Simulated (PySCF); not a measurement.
C2H2F4, SMILES FCC(F)(F)F.

The structure is a stationary point at PBE-D3(BJ)/def2-SVP.

Calculation: PySCF with M06-2X/def2-TZVP.

The molecule is in vacuum.

Computed frontier levels, gap, dipole moment and polarisability:
highest occupied level: -12.34 eV
lowest empty level: 1.86 eV
orbital gap: 14.20 eV
dipole moment: 2.10 D
quadrupole, principal values (traceless, Buckingham form, about the centre of nuclear charge): -5.42, 1.07, 4.35 D·Å
mean static polarisability: 27.6 bohr³ (4.09 Å³)
polarisability, principal values: 27.0, 27.3, 28.4 bohr³
